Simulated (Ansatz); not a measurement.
Calculated with Ansatz (gas phase, PBE0-D4/def2-TZVP geometries, no zero-point term in ΔE). CBS: MP2 limit from def2 TZ/QZ plus the TZ coupled-cluster correction, frozen cores. DFT in def2-TZVPP. B3LYP here is the variant with VWN-RPA as its local correlation; programs differ in this. One conformer a species, not always the lowest.

`C=C(F)S[SiH3]` + `[CH3][Al]([OH])[OH]` → `[CH3][Al]([OH])[O][SiH3]` + `C=C(F)S`  (ligand exchange at the Si–S bond)

Is it downhill or uphill in electronic energy at CCSD(T)/CBS, and by how much? (Best estimate.)

Computed: Downhill: ΔE = -0.53 eV.

What do these levels give: PBE-D4, r2SCAN-D4, PBE0-D4, B3LYP-D4, ωB97X-V, B2PLYP, PBE, MP2/def2-TZVPP, SCS-MP2/def2-TZVPP, CCSD/def2-TZVPP, SCS-MP2/def2-QZVPP, CCSD/CBS(def2)? (Estimate.)

The calculation gave: PBE-D4 -0.37, r2SCAN-D4 -0.51, PBE0-D4 -0.44, B3LYP-D4 -0.56, ωB97X-V -0.54, B2PLYP -0.59, PBE -0.40, MP2/def2-TZVPP -0.53, SCS-MP2/def2-TZVPP -0.60, CCSD/def2-TZVPP -0.61, SCS-MP2/def2-QZVPP -0.59, CCSD/CBS(def2) -0.57 eV.

Largest T1 diagnostic among the species: 0.013.

In def2-TZVPP, CCSD(T) changes the Hartree–Fock value by +0.24 eV (the triples alone add +0.05 eV) and MP2 by +0.28 eV. From PBE to PBE0 (25 % exact exchange), in def2-TZVPP and without D4, ΔE moves by −0.07 eV. The D4 term adds +0.04 eV with B3LYP and +0.02 eV with PBE0; it sums over pairs of atoms, weighted by their polarisabilities, and B3LYP, whose exchange is more repulsive, gets the larger term.
